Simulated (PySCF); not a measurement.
Be(I)(OH) (BeHIO), SMILES [OH][Be][I].

The structure is a stationary point at r2SCAN-D4/def2-TZVP. The def2 effective core potentials stand for the cores of I; spin–orbit coupling is left out. The values are those of a single conformer.

Computed with TDDFT-LC-ωPBE/def2-TZVPD (PySCF).

Vertical excitations. The molecule is in vacuum. State labels are in the subgroup Cs.

```csv
state,symmetry,energy (eV),λ (nm),f,main pairs
S1,A",6.62,187,0.057,"HOMO→LUMO 70 %, HOMO→LUMO+9 15 %"
S2,A',6.66,186,0.072,"HOMO−1→LUMO 70 %, HOMO−1→LUMO+9 15 %"
S3,A",6.99,177,0.002,"HOMO→LUMO+4 41 %, HOMO→LUMO+7 33 %, HOMO→LUMO+2 19 %"
S4,A',7.12,174,0.003,"HOMO−1→LUMO+4 26 %, HOMO−1→LUMO+7 20 %, HOMO→LUMO+8 17 %, HOMO→LUMO+5 16 %"
S5,A",7.22,172,0.000,"HOMO−1→LUMO+5 43 %, HOMO−1→LUMO+8 42 %, HOMO−1→LUMO+3 13 %"
S6,A',7.76,160,0.125,"HOMO→LUMO+5 25 %, HOMO→LUMO+8 17 %, HOMO−1→LUMO+4 14 %, HOMO−2→LUMO 10 %"
S7,A",8.10,153,0.122,"HOMO→LUMO+1 39 %, HOMO−3→LUMO 37 %"
S8,A",8.18,152,0.024,"HOMO→LUMO+9 48 %, HOMO→LUMO+6 21 %, HOMO−3→LUMO 7 %"
S9,A',8.18,151,0.094,"HOMO−1→LUMO+9 49 %, HOMO−1→LUMO+6 20 %, HOMO−1→LUMO+1 14 %"
S10,A',8.30,149,0.008,HOMO−1→LUMO+1 61 %
T1,A",6.28,197,0,"HOMO→LUMO 62 %, HOMO→LUMO+9 20 %"
T2,A',6.29,197,0,"HOMO−1→LUMO 59 %, HOMO−1→LUMO+9 17 %"
T3,A',6.43,193,0,"HOMO−1→LUMO+4 26 %, HOMO−1→LUMO+7 22 %, HOMO−1→LUMO+2 12 %, HOMO→LUMO+8 11 %"
T4,A",6.73,184,0,"HOMO→LUMO+4 31 %, HOMO→LUMO+7 27 %, HOMO→LUMO+2 14 %, HOMO−1→LUMO+8 10 %"
```
Triplets are in the Tamm–Dancoff approximation, which puts them higher than full response would, so one can lie above its singlet here.
